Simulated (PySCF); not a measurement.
CH4Zn, singlet, at a GFN2-xTB geometry (such geometries of metal compounds can be far from the true shape); PBE0/def2-TZVP, polarisability (PySCF).

PySCF was given this input:
```python
from pyscf import gto, scf, dft
from pyscf.prop import polarizability

mol = gto.Mole()
mol.atom = '''
    Zn   -0.39000985   -0.20560625   -0.05651006
    H    -1.72932405   -0.94220006   -0.25119085
    C     1.37000196    0.72625382    0.19858677
    H     1.85069089    0.45427203    1.13507917
    H     1.27703738    1.80919448    0.20818838
    H     2.08187954    0.48939817   -0.58829548
'''
mol.basis = 'def2-tzvp'
mol.verbose = 4
mol.build()

mf = dft.RKS(mol)
mf.xc = 'pbe0'
mf.kernel()
alpha = mf.Polarizability().polarizability()[2, 2]
print('alpha_zz =', alpha)
```

Question: What does PySCF print? Leave out banner, timings and long lists.

Answer: 
```
site-packages/pyscf/prop/efg/rhf.py:45: UserWarning: Module EFG is under testing
  warnings.warn('Module EFG is under testing')
site-packages/pyscf/prop/efg/dhf.py:30: UserWarning: Module EFG is under testing
  warnings.warn('Module EFG is under testing')
site-packages/pyscf/prop/zfs/uhf.py:40: UserWarning: Module ZFS is under testing
  warnings.warn('Module ZFS is under testing')
site-packages/pyscf/prop/gtensor/uhf.py:43: UserWarning: Module g-tensor is under testing
  warnings.warn('Module g-tensor is under testing')
site-packages/pyscf/prop/gtensor/uks.py:41: UserWarning: Module g-tensor is under testing
  warnings.warn('Module g-tensor is under testing')
site-packages/pyscf/prop/hfc/uks.py:35: UserWarning: Module HFC is under testing
  warnings.warn('Module HFC is under testing')
site-packages/pyscf/prop/magnetizability/rhf.py:39: UserWarning: Module magnetizability is under testing
  warnings.warn('Module magnetizability is under testing')
site-packages/pyscf/prop/magnetizability/uhf.py:37: UserWarning: Module magnetizability is under testing
  warnings.warn('Module magnetizability is under testing')
site-packages/pyscf/prop/magnetizability/rks.py:37: UserWarning: Module magnetizability is under testing
  warnings.warn('Module magnetizability is under testing')
site-packages/pyscf/prop/magnetizability/uks.py:39: UserWarning: Module magnetizability is under testing
  warnings.warn('Module magnetizability is under testing')
site-packages/pyscf/prop/polarizability/uhf.py:34: UserWarning: Module polarizability is under testing
  warnings.warn('Module polarizability is under testing')
site-packages/pyscf/prop/polarizability/rks.py:29: UserWarning: Module polarizability is under testing
  warnings.warn('Module polarizability is under testing')
site-packages/pyscf/prop/polarizability/uks.py:29: UserWarning: Module polarizability is under testing
  warnings.warn('Module polarizability is under testing')
PySCF version 2.14.0

[INPUT] verbose = 4
[INPUT] num. atoms = 6
[INPUT] num. electrons = 40
[INPUT] charge = 0
[INPUT] spin (= nelec alpha-beta = 2S) = 0
[INPUT] symmetry False subgroup None
[INPUT] Mole.unit = angstrom
[INPUT] Symbol           X                Y                Z      unit          X                Y                Z       unit  Magmom
[INPUT]  1 Zn    -0.390009850000  -0.205606250000  -0.056510060000 AA   -0.737011802383  -0.388539501999  -0.106788536683 Bohr   0.0
[INPUT]  2 H     -1.729324050000  -0.942200060000  -0.251190850000 AA   -3.267948835124  -1.780500067949  -0.474681911497 Bohr   0.0
[INPUT]  3 C      1.370001960000   0.726253820000   0.198586770000 AA    2.588928494517   1.372420816719   0.375274607262 Bohr   0.0
[INPUT]  4 H      1.850690890000   0.454272030000   1.135079170000 AA    3.497298923328   0.858449722750   2.144988760999 Bohr   0.0
[INPUT]  5 H      1.277037380000   1.809194480000   0.208188380000 AA    2.413250899032   3.418882073275   0.393419020517 Bohr   0.0
[INPUT]  6 H      2.081879540000   0.489398170000  -0.588295480000 AA    3.934182154935   0.924828507163  -1.111717337520 Bohr   0.0

nuclear repulsion = 86.8505659983475
number of shells = 43
number of NR pGTOs = 173
number of NR cGTOs = 103
basis = def2-tzvp
ecp = {}

******** <class 'pyscf.dft.rks.RKS'> ********
method = RKS
initial guess = minao
damping factor = 0
level_shift factor = 0
DIIS = <class 'pyscf.scf.diis.CDIIS'>
diis_start_cycle = 1
diis_space = 8
diis_damp = 0
SCF conv_tol = 1e-09
SCF conv_tol_grad = None
SCF max_cycles = 50
direct_scf = True
direct_scf_tol = 1e-13
XC library pyscf.dft.libxc version 7.1.2
    S. Lehtola, C. Steigemann, M. J. T. Oliveira, and M. A. L. Marques,  SoftwareX 7, 1–5 (2018)
XC functionals = pbe0
    C. Adamo and V. Barone,  J. Chem. Phys. 110, 6158 (1999)
    M. Ernzerhof and G. E. Scuseria,  J. Chem. Phys. 110, 5029 (1999)
radial grids:
    Treutler-Ahlrichs [JCP 102, 346 (1995); DOI:10.1063/1.469408] (M4) radial grids

becke partition: Becke, JCP 88, 2547 (1988); DOI:10.1063/1.454033
pruning grids: <function nwchem_prune>
grids dens level: 3
symmetrized grids: False
atomic radii adjust function: <function treutler_atomic_radii_adjust>
small_rho_cutoff = 0
Set gradient conv threshold to 3.16228e-05
Initial guess from minao.
tot grids = 73992
init E= -1819.08850494317
  HOMO = -0.301717511622964  LUMO = -0.0228922522707061  gap/eV = 7.58722
cycle= 1 E= -1819.50088681378  delta_E= -0.412  |g|= 0.941  |ddm|= 1.69
  HOMO = -0.235467475383814  LUMO = -0.0266248756526421  gap/eV = 5.68290
cycle= 2 E= -1819.32463086872  delta_E= 0.176  |g|= 1.78  |ddm|= 1.01
  HOMO = -0.267199113924605  LUMO = -0.013149587623974  gap/eV = 6.91304
cycle= 3 E= -1819.59428744472  delta_E= -0.27  |g|= 0.0873  |ddm|= 0.575
  HOMO = -0.279732132136932  LUMO = -0.011923523917701  gap/eV = 7.28744
cycle= 4 E= -1819.59593339614  delta_E= -0.00165  |g|= 0.04  |ddm|= 0.0857
  HOMO = -0.275810062704988  LUMO = -0.0110475550238559  gap/eV = 7.20455
cycle= 5 E= -1819.59627630555  delta_E= -0.000343  |g|= 0.00815  |ddm|= 0.0294
  HOMO = -0.276222595300418  LUMO = -0.011305404540265  gap/eV = 7.20876
cycle= 6 E= -1819.59628683248  delta_E= -1.05e-05  |g|= 0.000697  |ddm|= 0.00604
  HOMO = -0.27623739743488  LUMO = -0.0113028480035081  gap/eV = 7.20924
cycle= 7 E= -1819.59628690627  delta_E= -7.38e-08  |g|= 0.000166  |ddm|= 0.000528
  HOMO = -0.276239345491884  LUMO = -0.0113037242888186  gap/eV = 7.20927
cycle= 8 E= -1819.59628691057  delta_E= -4.3e-09  |g|= 2.93e-05  |ddm|= 0.000121
  HOMO = -0.276236147250568  LUMO = -0.0113012090448338  gap/eV = 7.20925
cycle= 9 E= -1819.59628691069  delta_E= -1.17e-10  |g|= 2.84e-06  |ddm|= 2.29e-05
  HOMO = -0.276236796139436  LUMO = -0.0113016957265726  gap/eV = 7.20925
Extra cycle  E= -1819.59628691068  delta_E= 2.5e-12  |g|= 5.51e-06  |ddm|= 4.53e-06
converged SCF energy = -1819.59628691068
Isotropic polarizability 39.160479694
Polarizability anisotropy 12.0294640528
alpha_zz = 33.48957456390352
```
